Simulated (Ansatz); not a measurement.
C₃H₈Ge⁺, that is Ge(eta1-allyl)H3 with one electron fewer: single points at one geometry.

```yaml
crystal:
  periodic: [false, false, false]
  atoms:
    - {symbol: Ge, position_ang: [-0.079455, -0.713883, -1.668960]}
    - {symbol: C, position_ang: [-0.078085, -0.778710, 0.305034]}
    - {symbol: C, position_ang: [0.511901, 0.458961, 0.893559]}
    - {symbol: C, position_ang: [-0.174051, 1.438000, 1.499547]}
    - {symbol: H, position_ang: [0.498040, -1.675218, 0.591805]}
    - {symbol: H, position_ang: [-1.118926, -0.926473, 0.636967]}
    - {symbol: H, position_ang: [1.600239, 0.572695, 0.784493]}
    - {symbol: H, position_ang: [-1.260222, 1.376647, 1.633111]}
    - {symbol: H, position_ang: [0.328791, 2.329259, 1.884698]}
    - {symbol: H, position_ang: [1.350125, -0.460249, -2.176377]}
    - {symbol: H, position_ang: [-0.991433, 0.428196, -2.141839]}
    - {symbol: H, position_ang: [-0.586944, -2.049246, -2.242049]}
basis:
  gaussian: {orbitals: def2-TZVP, initial_orbitals: start.molden}
total_charge: 1
magnetization: {spin_polarized: true, initial_magnetization: 1}
hamiltonian: {xc: pbe, dispersion: d4}
scf: {omitted_lower_state_checks: [starts]}
output: {orbitals: {seedname: orbitals}}
```

The file start.molden holds the orbitals of an earlier run on this structure, at another level or in another basis.

```sh
$ ansatz run in.yaml --threads 4 --pin off --events-out ev --progress --plain --max-ram 3916MiB
```

Shortened log:

```
Functional definition: PBE
1250 factors; their error is unknown
mean field evaluation 1: about -59737.7043 eV, gradient 7.4e0 eV
mean field evaluation 2: about -59737.8294 eV, gradient 1.7e-1 eV
mean field evaluation 4: about -59737.7848 eV, gradient 4.2e-3 eV
mean field -59737.78479466 eV, -2195.3230994788 hartree, gradient 7.9e-5 eV, S^2 0.752931; 0 other end points of the search recorded, 0 dependent functions left out
reference -59737.78483856 eV, -2195.3231010920 hartree; 29, 28 occupied and 160, 161 virtual orbitals, 1250 factors
Total energy: -59737.97686739 eV, -2195.3301580215 hartree
Checks for a lower state left out: starts
```

Run time 12 s (4 threads of Intel Xeon on a shared host).

First input, but with `hamiltonian: {xc: r2scan, dispersion: d4}` (abridged; 18 s):

```
Functional definition: r2SCAN
mean field -59748.77754613 eV, -2195.7270756442 hartree, gradient 7.3e-5 eV, S^2 0.756441
Total energy: -59748.82500961 eV, -2195.7288198948 hartree
Checks for a lower state left out: starts
```

First input, but with `hamiltonian: {xc: pbe0, dispersion: d4}` (abridged; 19 s):

```
Functional definition: PBE0
mean field -59739.80207618 eV, -2195.3972332074 hartree, gradient 2.2e-5 eV, S^2 0.756380
Total energy: -59739.96424692 eV, -2195.4031928722 hartree
Checks for a lower state left out: starts
```

Geometry: r2SCAN-D4/def2-SVP, that of the neutral singlet.
